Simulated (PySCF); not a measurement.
Computed with PBE-D3(BJ)/def2-TZVP // r2SCAN-D4/def2-TZVP (PySCF 2.14.0). All species are isolated molecules in the gas phase. One relaxed conformer stands for a flexible species; it need not be the lowest. 

Reference species (SMILES): `[NH2][Ga]([NH2])[NH2]` (neutral, multiplicity 1).

```yaml
LUMO: -0.69 eV
HOMO–LUMO gap: 4.66 eV
HOMO: -5.35 eV
```

Changed species: `[GaH3]` (whole molecule; the reference has whole molecule).

Problem. Give the shifts of the LUMO, HOMO–LUMO gap and HOMO.

Solution. the LUMO falls by 1.96 eV, to -2.65 eV; the HOMO–LUMO gap goes up by 0.05 eV, to 4.71 eV; the HOMO decreases by 2.00 eV, to -7.35 eV.
